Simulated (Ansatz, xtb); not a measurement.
## Ranking isomers of F2GaH2PSi

3 gas-phase structures of F2GaH2PSi, found in a search over its isomers (lower ones may exist). Each was relaxed with GFN2-xTB:

A. `[F][Ga]([F])[Si]P`, a singlet
B. a singlet given by its coordinates
C. a singlet given by its coordinates

B (Å):

```xyz
7

F     1.7254   -2.5659    1.5664
F     2.6372   -1.0666   -0.1542
Ga    1.2686   -1.2706    3.5892
P     0.3846    0.2817    1.6004
Si    1.1816   -1.3817    0.4381
H     0.5701   -2.2838   -0.5155
H    -0.8534   -0.3578    1.7636
```

Close contacts (Å): F1–Si5 1.72, F2–Si5 1.60, Ga3–P4 2.67, P4–Si5 2.18, P4–H7 1.40, Si5–H6 1.45.

C (Å):

```xyz
7

F     0.9719   -3.2865    0.2998
F    -0.8701   -0.4301   -0.6958
Ga   -0.2970    0.5737    0.7159
P     2.1295   -0.9193    1.6391
Si    0.2948   -2.2227    1.3386
H     2.9503   -1.9093    2.1714
H     1.6920   -0.5164    2.9045
```

Close contacts (Å): F1–Si5 1.63, F2–Ga3 1.82, Ga3–Si5 2.93, P4–Si5 2.27, P4–H6 1.39, P4–H7 1.40.

Task: Which do you expect lowest at r2SCAN-D4/def2-SVP, and how would the others follow?

Result: Calculated order at r2SCAN-D4/def2-SVP: B (0.0), C (211.0), A (233.3) kJ/mol.

Energies above the lowest of each column, in kJ/mol:

```tsv
structure	GFN2-xTB	HF/STO-3G	r2SCAN-D4/def2-SVP
B	20.0	0.0	0.0
C	0.0	213.8	211.0
A	61.8	108.0	233.3
```

r2SCAN-D4/def2-SVP puts B lowest; GFN2-xTB picks C. Some further structures that were screened fall inside this span and aren't listed. Flexible structures stand in one conformer each, not always the lowest. Frequencies (PBE0-D3(BJ)/def2-SVP) were run for B alone.

Programs: Ansatz 0.2.0, xtb 6.7.1.
